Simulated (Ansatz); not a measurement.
Consider the ligand exchange at the Si–S bond: `C=C[SiH2]S` + `[SH][GeH3]` → `C=C[SiH2][S][GeH3]` + H₂S.

Isolated molecules relaxed with PBE0-D4/def2-TZVP in Ansatz; ΔE leaves out vibrations. CCSD(T)/CBS adds triple-zeta CCSD(T) − MP2 to the extrapolated MP2 energy (def2 sets, frozen cores). This one scheme is used for every species. DFT in def2-TZVPP. For Ge outer-core shells are correlated without core-valence functions, which leaves a few kJ/mol of doubt a bond. Scalar relativity is left out up to krypton. One conformer a species, not always the lowest.

```json
{"level": "CAM-B3LYP-D4", "ΔE (eV)": "-0.07"}
{"level": "PBE0", "ΔE (eV)": "-0.02"}
{"level": "CCSD/def2-SVP", "ΔE (eV)": "-0.09"}
{"level": "MP2/def2-TZVPP", "ΔE (eV)": "-0.13"}
```

Task: What does CCSD(T)/CBS give? (An estimate is asked.)

Result: The calculation gave: -0.11 eV. The listed levels differ from it by 0.04, 0.09, 0.02, -0.02 eV.

Largest T1 diagnostic among the species: 0.012.

The D4 term adds −0.13 eV with B3LYP and −0.07 eV with PBE0; it sums over pairs of atoms, weighted by their polarisabilities, and B3LYP, whose exchange is more repulsive, gets the larger term. In def2-TZVPP, CCSD(T) changes the Hartree–Fock value by −0.14 eV (the triples alone add −0.02 eV) and MP2 by −0.17 eV. From BLYP to BHLYP (50 % exact exchange), in def2-TZVPP and without D4, ΔE moves by −0.05 eV.

B3LYP here is the variant with VWN-RPA as its local correlation; programs differ in this.
